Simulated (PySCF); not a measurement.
A structure optimised at PBE-D3(BJ)/def2-SVP, used in a PySCF frequency run:

```xyz
7

Sb     0.2540    -0.0225     1.0594
Te    -2.2013    -0.7400    -0.0928
H     -2.5705    -1.7246     1.2246
Te     0.0837     2.4263    -0.3469
H      1.7623     2.5693    -0.3294
Te     1.8227    -1.6545    -0.6227
H      3.1913    -1.3511     0.3175
```
Charge 0, spin multiplicity 1.

Write its SMILES and formula.

[TeH][Sb]([TeH])[TeH], H₃SbTe₃

What are its rotational constants (standard atomic weights)?

0.43254, 0.34074, 0.22334 GHz
